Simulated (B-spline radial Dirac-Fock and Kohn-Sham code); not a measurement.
Compton profile of Bi³³⁺

System: Bi³³⁺, configuration [Kr] 4d10 4f4.

Calculated with a radial B-spline solver, using the impulse approximation on Dirac-Fock densities. pz is in atomic units of momentum; subshell profiles are per electron, for a selection of subshells; open shells are spread over both j values by their weights.

```
 pz   J total   J 2p1/2   J 4p3/2   J 4f7/2
  0     2.429    0.0150    0.0853    0.0489
0.5     2.423    0.0150    0.0853    0.0489
0.6     2.420    0.0150    0.0853    0.0489
0.8     2.413    0.0150    0.0852    0.0489
  1     2.403    0.0150    0.0851    0.0489
1.2     2.392    0.0150    0.0849    0.0489
1.4     2.378    0.0150    0.0845    0.0489
1.6     2.362    0.0150    0.0840    0.0489
1.8     2.344    0.0150    0.0833    0.0489
  2     2.323    0.0150    0.0823    0.0489
2.5     2.261    0.0150    0.0787    0.0489
  3     2.185    0.0150    0.0734    0.0488
  4     1.990    0.0150    0.0581    0.0483
  5     1.756    0.0150    0.0404    0.0467
  7     1.280    0.0149    0.0148    0.0390
 10    0.7937    0.0146   0.00704    0.0219
 15    0.4323    0.0136   0.00442   0.00547
 20    0.2546    0.0118   0.00112   0.00122
 30    0.1011   0.00741  0.000465  7.53e-05
 40   0.04750   0.00403  0.000316  6.99e-06
 60   0.01525   0.00108  6.88e-05    < 1e-6
100  0.003326  0.000115  4.03e-06    < 1e-6
```

J(0) = 2.429. The 4d5/2 subshell gives the largest part, 16 %.

Mean momentum ⟨p⟩ by subshell (a.u.): 1s1/2 92.4, 2s1/2 33.0, 2p1/2 43.2, 2p3/2 36.6, 3s1/2 16.6, 3p1/2 19.8, 3p3/2 17.9, 3d3/2 21.5, 3d5/2 20.9, 4s1/2 9.34, 4p1/2 10.5, 4p3/2 9.79, 4d3/2 11.0, 4d5/2 10.8, 4f5/2 11.9, 4f7/2 11.8.
